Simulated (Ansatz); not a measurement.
Born–Oppenheimer molecular dynamics of C4H12OSi (18 atoms, charge 0, multiplicity 1). It goes on from the last frame of an earlier run, with new velocities.

Theory: RKS PBE0-D4/STO-3G in Ansatz 0.2.0.

```json
{"ensemble": "NVT, Nosé–Hoover chain", "time step": "0.5 fs", "steps asked": "272", "set temperature": "300 K", "thermostat": "time constant 20 fs, chain length 5", "seed": "565698"}
```

Frames 0.5 fs apart, positions in Å, forces in eV/Å.

Velocities at 0.0 fs (Å/ps):

```
C 3.23 -3.80 -2.96
O -0.28 -1.43 5.41
C -4.84 2.51 -2.99
C 1.49 4.27 -3.78
C 6.26 1.71 -1.37
Si -2.06 -1.26 0.18
H 14.81 -15.49 -15.88
H 19.83 10.27 6.18
H 6.80 -0.77 13.93
H -3.31 16.40 -2.74
H -26.81 18.45 9.12
H -21.93 -18.72 -16.22
H -10.09 2.67 4.11
H 8.48 17.24 7.91
H -4.87 -1.17 32.37
H -8.94 15.49 -12.96
H 13.81 1.46 -14.80
H 0.73 -44.12 30.43
```

```xyz
18
Properties=species:S:1:pos:R:3:forces:R:3 time_fs=0.0 energy_less_start_eV=0.000 T=300
C -2.678 -0.666 0.313 -1.64 -0.22 -1.19
O -1.305 -0.630 -0.217 -1.58 0.54 0.47
C -0.572 0.189 0.721 1.83 0.96 0.55
C 0.915 0.339 0.248 1.36 1.06 1.48
C 1.214 1.631 -0.583 -0.39 -0.30 0.82
Si 1.832 -1.071 -0.571 -1.81 -0.43 -0.36
H -2.803 -0.888 1.373 0.68 -0.02 0.78
H -3.368 0.203 0.116 1.27 0.24 0.03
H -3.238 -1.468 -0.190 0.45 -0.49 -0.34
H -0.523 -0.332 1.728 -0.42 0.66 -0.58
H -0.898 1.288 0.847 -0.48 -1.69 -0.02
H 1.464 0.612 1.206 -0.67 -1.09 -0.86
H 1.868 2.249 0.028 0.54 0.26 -0.30
H 1.662 1.441 -1.554 0.08 0.08 -0.41
H 0.309 2.200 -0.681 -0.85 0.54 -0.59
H 1.218 -1.449 -1.843 0.19 0.11 0.47
H 3.115 -0.599 -0.819 1.45 0.48 -0.31
H 1.932 -2.189 0.293 -0.02 -0.68 0.37
18
Properties=species:S:1:pos:R:3:forces:R:3 time_fs=0.5 energy_less_start_eV=-0.046 T=322
C -2.676 -0.667 0.311 -1.47 -0.05 -1.14
O -1.305 -0.631 -0.214 -1.50 0.47 0.33
C -0.575 0.191 0.720 1.77 1.31 0.50
C 0.916 0.341 0.247 1.03 0.84 1.14
C 1.217 1.631 -0.584 -0.72 -0.18 1.04
Si 1.831 -1.072 -0.571 -1.51 -0.88 -0.10
H -2.794 -0.895 1.367 0.63 -0.01 1.00
H -3.357 0.208 0.119 1.19 0.19 0.03
H -3.234 -1.469 -0.183 0.32 -0.60 -0.52
H -0.525 -0.323 1.726 -0.40 0.56 -0.46
H -0.912 1.296 0.851 -0.32 -1.93 -0.11
H 1.453 0.602 1.196 -0.38 -0.91 -0.46
H 1.864 2.251 0.030 0.65 0.30 -0.22
H 1.666 1.450 -1.550 0.11 0.05 -0.60
H 0.305 2.200 -0.666 -0.69 0.46 -0.68
H 1.214 -1.441 -1.849 0.23 0.10 0.57
H 3.124 -0.598 -0.826 1.13 0.36 -0.23
H 1.932 -2.212 0.309 -0.07 -0.08 -0.10
18
Properties=species:S:1:pos:R:3:forces:R:3 time_fs=1.0 energy_less_start_eV=-0.076 T=337
C -2.675 -0.669 0.309 -1.26 0.06 -1.01
O -1.306 -0.632 -0.211 -1.39 0.40 0.19
C -0.577 0.192 0.719 1.70 1.55 0.39
C 0.917 0.344 0.245 0.65 0.60 0.70
C 1.220 1.632 -0.584 -1.06 0.01 1.21
Si 1.830 -1.072 -0.571 -1.13 -1.24 0.11
H -2.785 -0.903 1.362 0.57 0.01 1.12
H -3.342 0.214 0.122 1.05 0.17 0.02
H -3.230 -1.472 -0.178 0.18 -0.67 -0.67
H -0.528 -0.312 1.723 -0.36 0.43 -0.29
H -0.927 1.298 0.856 -0.19 -2.04 -0.19
H 1.440 0.589 1.186 -0.04 -0.69 0.04
H 1.861 2.253 0.031 0.73 0.32 -0.16
H 1.671 1.459 -1.548 0.12 0.02 -0.72
H 0.300 2.202 -0.652 -0.46 0.33 -0.75
H 1.210 -1.433 -1.853 0.26 0.08 0.64
H 3.135 -0.595 -0.835 0.74 0.21 -0.13
H 1.932 -2.235 0.324 -0.12 0.46 -0.51
18
Properties=species:S:1:pos:R:3:forces:R:3 time_fs=1.5 energy_less_start_eV=-0.089 T=343
C -2.674 -0.671 0.307 -1.03 0.08 -0.78
O -1.307 -0.632 -0.208 -1.26 0.33 0.05
C -0.578 0.194 0.717 1.63 1.69 0.23
C 0.918 0.346 0.244 0.24 0.33 0.18
C 1.223 1.633 -0.584 -1.37 0.23 1.32
Si 1.828 -1.073 -0.571 -0.72 -1.49 0.29
H -2.774 -0.911 1.360 0.50 0.06 1.11
H -3.326 0.220 0.126 0.88 0.17 0.01
H -3.224 -1.476 -0.174 0.06 -0.70 -0.78
H -0.532 -0.301 1.719 -0.32 0.27 -0.09
H -0.942 1.296 0.860 -0.08 -2.02 -0.26
H 1.427 0.574 1.176 0.34 -0.45 0.62
H 1.860 2.256 0.032 0.76 0.31 -0.12
H 1.676 1.468 -1.548 0.09 -0.01 -0.76
H 0.294 2.204 -0.640 -0.18 0.17 -0.80
H 1.207 -1.425 -1.856 0.27 0.05 0.67
H 3.148 -0.593 -0.843 0.33 0.05 -0.02
H 1.932 -2.257 0.339 -0.16 0.91 -0.86
18
Properties=species:S:1:pos:R:3:forces:R:3 time_fs=2.0 energy_less_start_eV=-0.086 T=341
C -2.673 -0.673 0.305 -0.80 0.00 -0.47
O -1.307 -0.633 -0.205 -1.10 0.24 -0.10
C -0.579 0.196 0.716 1.55 1.70 0.03
C 0.920 0.349 0.242 -0.17 0.08 -0.34
C 1.225 1.634 -0.584 -1.60 0.48 1.37
Si 1.827 -1.074 -0.571 -0.30 -1.64 0.42
H -2.761 -0.919 1.361 0.43 0.12 0.99
H -3.307 0.227 0.129 0.68 0.19 -0.01
H -3.219 -1.481 -0.172 -0.02 -0.66 -0.84
H -0.537 -0.289 1.715 -0.26 0.11 0.13
H -0.958 1.289 0.863 0.00 -1.87 -0.32
H 1.415 0.558 1.167 0.72 -0.22 1.19
H 1.861 2.260 0.033 0.75 0.27 -0.11
H 1.681 1.477 -1.550 0.03 -0.03 -0.72
H 0.288 2.206 -0.630 0.12 0.02 -0.85
H 1.204 -1.416 -1.858 0.26 0.02 0.66
H 3.162 -0.590 -0.852 -0.09 -0.10 0.09
H 1.932 -2.277 0.351 -0.19 1.28 -1.13
18
Properties=species:S:1:pos:R:3:forces:R:3 time_fs=2.5 energy_less_start_eV=-0.073 T=335
C -2.673 -0.675 0.303 -0.58 -0.16 -0.11
O -1.308 -0.633 -0.203 -0.93 0.15 -0.26
C -0.580 0.199 0.715 1.48 1.58 -0.18
C 0.921 0.351 0.241 -0.52 -0.14 -0.78
C 1.227 1.635 -0.584 -1.72 0.73 1.35
Si 1.825 -1.075 -0.570 0.09 -1.71 0.53
H -2.748 -0.926 1.364 0.35 0.19 0.77
H -3.286 0.234 0.132 0.45 0.23 -0.02
H -3.214 -1.488 -0.172 -0.08 -0.55 -0.84
H -0.543 -0.277 1.711 -0.20 -0.06 0.35
H -0.973 1.277 0.865 0.04 -1.59 -0.37
H 1.405 0.542 1.161 1.04 -0.02 1.67
H 1.863 2.265 0.033 0.70 0.21 -0.13
H 1.686 1.485 -1.553 -0.07 -0.04 -0.59
H 0.281 2.208 -0.622 0.38 -0.11 -0.88
H 1.203 -1.408 -1.857 0.24 -0.03 0.62
H 3.176 -0.587 -0.860 -0.47 -0.24 0.19
H 1.931 -2.293 0.360 -0.21 1.55 -1.33
18
Properties=species:S:1:pos:R:3:forces:R:3 time_fs=3.0 energy_less_start_eV=-0.059 T=328
C -2.672 -0.677 0.301 -0.38 -0.38 0.28
O -1.310 -0.633 -0.200 -0.73 0.06 -0.41
C -0.581 0.202 0.714 1.42 1.33 -0.38
C 0.922 0.354 0.239 -0.76 -0.31 -1.02
C 1.229 1.636 -0.583 -1.73 0.98 1.27
Si 1.824 -1.077 -0.570 0.43 -1.71 0.60
H -2.734 -0.933 1.369 0.25 0.27 0.48
H -3.265 0.242 0.135 0.22 0.26 -0.04
H -3.209 -1.497 -0.174 -0.09 -0.39 -0.80
H -0.548 -0.264 1.708 -0.13 -0.22 0.54
H -0.989 1.262 0.867 0.05 -1.19 -0.39
H 1.397 0.526 1.160 1.25 0.14 1.97
H 1.868 2.270 0.033 0.61 0.12 -0.17
H 1.691 1.494 -1.557 -0.19 -0.05 -0.40
H 0.276 2.211 -0.616 0.61 -0.22 -0.89
H 1.201 -1.400 -1.856 0.20 -0.07 0.55
H 3.189 -0.585 -0.868 -0.80 -0.36 0.29
H 1.929 -2.306 0.366 -0.23 1.74 -1.46
18
Properties=species:S:1:pos:R:3:forces:R:3 time_fs=3.5 energy_less_start_eV=-0.052 T=325
C -2.672 -0.679 0.298 -0.21 -0.63 0.64
O -1.311 -0.634 -0.197 -0.53 -0.04 -0.56
C -0.581 0.205 0.712 1.38 0.95 -0.54
C 0.923 0.356 0.238 -0.86 -0.42 -1.00
C 1.231 1.637 -0.582 -1.63 1.20 1.14
Si 1.823 -1.078 -0.570 0.72 -1.65 0.65
H -2.719 -0.939 1.375 0.15 0.34 0.17
H -3.243 0.250 0.138 0.00 0.28 -0.05
H -3.204 -1.506 -0.178 -0.09 -0.17 -0.72
H -0.555 -0.253 1.707 -0.06 -0.35 0.67
H -1.004 1.244 0.867 0.01 -0.69 -0.41
H 1.393 0.510 1.163 1.33 0.24 2.00
H 1.873 2.275 0.032 0.49 0.02 -0.22
H 1.695 1.503 -1.563 -0.32 -0.07 -0.17
H 0.272 2.212 -0.612 0.77 -0.28 -0.89
H 1.201 -1.391 -1.853 0.16 -0.13 0.45
H 3.199 -0.584 -0.876 -1.07 -0.45 0.37
H 1.927 -2.315 0.369 -0.24 1.84 -1.53
18
Properties=species:S:1:pos:R:3:forces:R:3 time_fs=4.0 energy_less_start_eV=-0.053 T=325
C -2.672 -0.681 0.296 -0.06 -0.86 0.97
O -1.312 -0.634 -0.195 -0.30 -0.15 -0.71
C -0.581 0.208 0.711 1.37 0.46 -0.64
C 0.924 0.359 0.236 -0.81 -0.48 -0.70
C 1.232 1.639 -0.581 -1.44 1.38 0.99
Si 1.821 -1.079 -0.570 0.95 -1.53 0.67
H -2.704 -0.945 1.381 0.03 0.41 -0.15
H -3.221 0.259 0.141 -0.21 0.27 -0.05
H -3.200 -1.516 -0.184 -0.06 0.07 -0.60
H -0.561 -0.242 1.707 0.01 -0.44 0.74
H -1.019 1.224 0.867 -0.07 -0.11 -0.40
H 1.391 0.495 1.170 1.25 0.29 1.75
H 1.880 2.281 0.031 0.35 -0.08 -0.28
H 1.699 1.511 -1.569 -0.44 -0.09 0.07
H 0.270 2.213 -0.610 0.86 -0.31 -0.87
H 1.200 -1.383 -1.849 0.10 -0.19 0.32
H 3.207 -0.584 -0.882 -1.27 -0.52 0.43
H 1.925 -2.320 0.368 -0.24 1.87 -1.54
18
Properties=species:S:1:pos:R:3:forces:R:3 time_fs=4.5 energy_less_start_eV=-0.058 T=326
C -2.672 -0.683 0.294 0.05 -1.04 1.23
O -1.314 -0.635 -0.192 -0.07 -0.26 -0.85
C -0.581 0.212 0.709 1.38 -0.11 -0.67
C 0.924 0.361 0.234 -0.63 -0.51 -0.17
C 1.232 1.640 -0.580 -1.18 1.51 0.83
Si 1.820 -1.081 -0.569 1.11 -1.36 0.67
H -2.689 -0.949 1.387 -0.10 0.45 -0.42
H -3.199 0.269 0.144 -0.38 0.22 -0.04
H -3.195 -1.526 -0.192 -0.02 0.32 -0.46
H -0.567 -0.232 1.708 0.07 -0.49 0.71
H -1.034 1.204 0.866 -0.18 0.50 -0.38
H 1.393 0.481 1.182 1.05 0.32 1.26
H 1.888 2.286 0.030 0.21 -0.18 -0.33
H 1.702 1.519 -1.575 -0.55 -0.12 0.30
H 0.270 2.213 -0.611 0.87 -0.29 -0.84
H 1.200 -1.376 -1.844 0.03 -0.25 0.18
H 3.212 -0.585 -0.887 -1.40 -0.57 0.48
H 1.922 -2.320 0.364 -0.23 1.82 -1.49
18
Properties=species:S:1:pos:R:3:forces:R:3 time_fs=5.0 energy_less_start_eV=-0.061 T=328
C -2.671 -0.686 0.293 0.14 -1.13 1.42
O -1.315 -0.635 -0.190 0.17 -0.36 -0.99
C -0.580 0.215 0.708 1.37 -0.68 -0.61
C 0.925 0.363 0.232 -0.38 -0.52 0.50
C 1.233 1.642 -0.578 -0.87 1.59 0.66
Si 1.819 -1.083 -0.569 1.19 -1.13 0.63
H -2.674 -0.952 1.393 -0.23 0.47 -0.64
H -3.178 0.279 0.147 -0.52 0.12 -0.03
H -3.191 -1.535 -0.200 0.01 0.56 -0.33
H -0.573 -0.224 1.712 0.14 -0.50 0.61
H -1.050 1.185 0.864 -0.30 1.08 -0.35
H 1.396 0.467 1.197 0.78 0.33 0.64
H 1.896 2.291 0.027 0.07 -0.26 -0.37
H 1.703 1.527 -1.580 -0.64 -0.15 0.50
H 0.272 2.213 -0.613 0.80 -0.22 -0.79
H 1.200 -1.369 -1.839 -0.04 -0.30 0.03
H 3.214 -0.588 -0.892 -1.46 -0.59 0.52
H 1.918 -2.315 0.356 -0.22 1.69 -1.38
18
Properties=species:S:1:pos:R:3:forces:R:3 time_fs=5.5 energy_less_start_eV=-0.061 T=327
C -2.671 -0.689 0.291 0.21 -1.11 1.54
O -1.317 -0.636 -0.187 0.42 -0.47 -1.12
C -0.580 0.219 0.706 1.34 -1.19 -0.48
C 0.925 0.366 0.230 -0.11 -0.54 1.19
C 1.234 1.645 -0.577 -0.54 1.60 0.51
Si 1.818 -1.085 -0.569 1.20 -0.85 0.55
H -2.660 -0.955 1.396 -0.36 0.47 -0.79
H -3.159 0.289 0.150 -0.63 -0.02 -0.01
H -3.186 -1.543 -0.209 0.03 0.76 -0.19
H -0.579 -0.217 1.717 0.19 -0.48 0.44
H -1.066 1.168 0.860 -0.39 1.56 -0.33
H 1.402 0.454 1.214 0.48 0.36 -0.03
H 1.904 2.295 0.024 -0.05 -0.32 -0.39
H 1.703 1.535 -1.584 -0.69 -0.20 0.65
H 0.276 2.212 -0.617 0.67 -0.12 -0.73
H 1.200 -1.363 -1.834 -0.11 -0.36 -0.12
H 3.212 -0.592 -0.895 -1.45 -0.58 0.53
H 1.914 -2.307 0.344 -0.21 1.48 -1.20
```

Of the whole run (136 fs, mean temperature of the second half 278 K): The conserved energy stayed within 0.19 meV per atom of its start (net change 0.13 meV per atom), so the integration is sound. A run of 0.14 ps of so small a system gives no equilibrium averages. Limits of this set-up: minimal basis.

Run time: 20 min on 1 thread of Arm Neoverse V1 (shared host), peak memory 0.12 GiB.
